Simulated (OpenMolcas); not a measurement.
An atom or ion with 22 electrons was computed by XMS-CASPT2, IPEA 0.25 Eh, imaginary shift 0.1 Eh with spin-orbit coupling (OpenMolcas, ANO-RCC-VTZP, DKH2). The lowest levels that the run gave, each within 12 % of the measured value where one is at hand:

| J | Parity | E (cm-1) | g |
| --- | --- | --- | --- |
| 0 | even | 0.0 |  |
| 1 | even | 220 | 1.501 |
| 2 | even | 642 | 1.501 |
| 3 | even | 1239 | 1.501 |
| 4 | even | 1983 | 1.501 |
| 0 | even | 29430 |  |
| 4 | even | 30400 | 0.809 |
| 1 | even | 30750 | 1.499 |
| 5 | even | 30890 | 1.037 |
| 6 | even | 31420 | 1.166 |
| 2 | even | 32910 | 0.790 |
| 2 | even | 32930 | 1.376 |

Q: Which ion is it, and what are the configurations and terms?

A: Co5+ (Z = 27, charge +5; active space 4 electrons in 5 orbitals (3d)). J, parity and g give the terms where levels are pure, and mixed ones are named by the computed weights; the size of the splittings, set against known spectra of the 22-electron sequence, gives the charge. In order, with the measured energies in cm-1 (Sugar and Corliss, J. Phys. Chem. Ref. Data 10, 1097 (1981)): 3d4 5D0, 3d4 5D1 (204), 3d4 5D2 (589), 3d4 5D3 (1125), 3d4 5D4 (1782), 3d4 3P0(1) (27166), 3d4 3H4 (28377), 3d4 3P1(1) (28462), 3d4 3H5 (28806), 3d4 3H6 (29234), 3d4 3F2(1), 3d4 3P2(1).

CASPT2 does not keep the components of a term degenerate, so their means are used; among the terms shown or strongly mixed into the levels shown the widest spread is 660 cm-1 (3d4 3H). Measured partners are found by configuration, term and J. A level has none where our copy of the source lacks it or the pairing is in doubt (some pairs that miss far off the trend of their configuration count as doubtful), and it then counts in no deviation. Levels of configurations outside the active space are missing.

A number in round brackets counts repeated terms of one configuration in the order of the reference energies.
